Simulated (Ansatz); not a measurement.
C3H7Br: where a starting geometry ends

The starting geometry of this gas-phase triplet was optimised with GFN2-xTB as a singlet; its bonds are those of `CC(C)Br`.

```xyz
11

C    -1.2592   -0.2629    0.1017
C     0.0682   -0.4154    0.8170
C    -0.0896   -0.6443    2.3069
Br    1.0453   -1.9540    0.0384
H    -1.7834    0.6093    0.4901
H    -1.8825   -1.1416    0.2585
H    -1.1107   -0.1305   -0.9680
H     0.7146    0.4435    0.6231
H     0.8786   -0.7755    2.7861
H    -0.5852    0.2155    2.7557
H    -0.6921   -1.5309    2.4964
```

Question: Where would you expect an optimisation with PBE-D3(BJ)/def2-SVP to take it?

Answer: A bond breaks, giving a structure given below by its coordinates. Contacts that open: C2–Br4 (1.98 → 3.90 Å).

The energy falls by 2.59 eV over 32 steps:

```tsv
step	E − E(last) (eV)
1	2.590
4	0.409
8	0.175
11	0.163
15	0.104
18	0.069
22	0.026
25	0.001
29	0.000
32	0.000
```

Final geometry (Å):

```xyz
11

C    -1.1524   -0.0776   -0.0609
C    -0.2842    0.3534    1.0683
C     0.2259   -0.5529    2.1216
Br   -0.1876   -3.5461    1.1803
H    -2.2298   -0.1446    0.2372
H    -0.8710   -1.0894   -0.4243
H    -1.1097    0.6313   -0.9128
H    -0.1948    1.4373    1.2772
H     1.3058   -0.4250    2.3583
H    -0.3406   -0.5203    3.0838
H     0.1424   -1.6527    1.7772
```

Frequencies at the end are all real (lowest 65 cm⁻¹). Open shells are spin-unrestricted. The triplet needn't be the ground state. Run with Ansatz 0.2.0, 2 min on 2 threads of Intel(R) Xeon(R) Platinum 8488C (Sapphire Rapids), with other jobs on the host.
